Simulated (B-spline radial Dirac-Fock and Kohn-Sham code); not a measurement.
The computed values come from a radial finite-basis atomic code: Dirac-Fock (average of configuration) total-energy differences with a finite nucleus, the Breit interaction including its frequency dependence, and self-energy and vacuum-polarisation corrections. Electron correlation is not included.

**Question.** An atom or ion in its tabulated ground configuration has these computed binding energies (the last is its least bound level). Which is it?

```csv
level,binding energy (eV)
L1,8603.1
L2,8188.3
L3,7632.2
M2,2576.7
M4,2163.2
M5,2138.0
N1,1261.1
```

**Answer.** Pm³¹⁺: Z = 61 with 30 electrons, [Ar] 3d10 4s2.
